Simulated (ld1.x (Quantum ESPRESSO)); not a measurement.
# Transferability test, ultrasoft potential for Pd (Z = 46)

palladium, ultrasoft, made with ld1.x (Quantum ESPRESSO) 7.5 (LDA (PZ), scalar-relativistic). Core [Ar] 3d10, reference 4s2 4p6 4d10 5s0 5p0. Waves: 4s (bound): rcut 1.25, rcutus 1.30 bohr; 5s (bound, empty): rcut 1.25, rcutus 1.30 bohr; 4p (bound): rcut 1.65, rcutus 2.20 bohr; 5p (bound, empty): rcut 1.65, rcutus 2.20 bohr; 4d (bound): rcut 1.35, rcutus 1.90 bohr; 4d channel at 2.35 Ry: rcut 1.35, rcutus 1.90 bohr. Local part: all-electron potential smoothed inside 1.55 bohr (lloc = -1). Core correction: a·sin(br)/r model core, default radius (core density twice the valence density). Augmentation charge: PSQ, inside the norm-conserving radii.

Energies are relative to the spin-unpolarised reference configuration 4s2 4p6 4d10 5s0 5p0; without spin polarisation the order of configurations can differ from experiment. Spin-polarised rows fill each open shell by Hund’s rule, majority spin first.

Problem. Give the all-electron excitation energy and the error of the potential for: 4s2 4p6 4d9 5s0 5p0; 4s2 4p6 4d8 5s0 5p0; 4s2 4p6 4d7 5s0 5p0; 4s1 4p6 4d10 5s0 5p0; 4s2 4p5 4d10 5s0 5p0; 4s2 4p6 4d9 5s0 5p1; 4s2 4p6 4d6 5s0 5p0; 4s2 4p6 4d9 5s0 5p0 (spin-polarised); 4s2 4p6 4d8 5s0 5p0 (spin-polarised).

Solution.

```tsv
valence configuration	charge	ΔE all-electron (eV)	error AE − PS (meV)
4s2 4p6 4d9 5s0 5p0	+1	9.389	-6.8
4s2 4p6 4d8 5s0 5p0	+2	30.470	-41
4s2 4p6 4d7 5s0 5p0	+3	65.065	-108
4s1 4p6 4d10 5s0 5p0	+1	91.691	+2.4
4s2 4p5 4d10 5s0 5p0	+1	57.340	-68
4s2 4p6 4d9 5s0 5p1	0	5.318	-12
4s2 4p6 4d6 5s0 5p0	+4	114.618	-186
4s2 4p6 4d9 5s0 5p0 (spin-polarised)	+1	9.244	+3.3
4s2 4p6 4d8 5s0 5p0 (spin-polarised)	+2	29.835	-0.3
```

Levels in the configuration 4s2 4p6 4d9 5s0 5p0:

```csv
level,all-electron (eV),pseudo (eV)
4s,-96.788,-96.748
4p,-62.632,-62.563
4d,-14.887,-14.905
```
